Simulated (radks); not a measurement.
Values are calculated unless marked as measured or tabulated.
Q: The mean radii <r> (bohr) of the occupied orbitals of an atom or ion are listed with their occupations. Level of theory: Dirac Kohn-Sham, LDA (Slater exchange, Perdew-Wang correlation), spin-unpolarised, spherical densities, finite nucleus; Fermi nuclear charge, rms radius of each element as measured or else 0.836 A^(1/3) + 0.57 fm (a radial shooting solver on a logarithmic mesh with Libxc functionals).

orbital     occ.      <r>
1s1/2          2  0.03266
2s1/2          2   0.1417
2p1/2          2   0.1203
2p3/2          4   0.1252
3s1/2          2   0.3898
3p1/2          2   0.3819
3p3/2          4   0.3925
3d3/2          4   0.3655
3d5/2          6   0.3689
4s1/2          2   0.9105
4p1/2    1.66667   0.9499
4p3/2    3.33333   0.9698

Name the element and its charge. Open shells, if any, are shared by 2j + 1.

A: Z = 45, rhodium, charge +10: Rh10+ in [Ar] 3d10 4s2 4p5. The 1s radius gives Z: for a bare nucleus <r> = (2 gamma + 1)/(2Z) with gamma = sqrt(1 - (Z/c)^2), 0.0321 bohr for Z = 45, and screening makes it slightly larger (0.03266 here). The occupations add up to 35, and the charge is Z minus that.
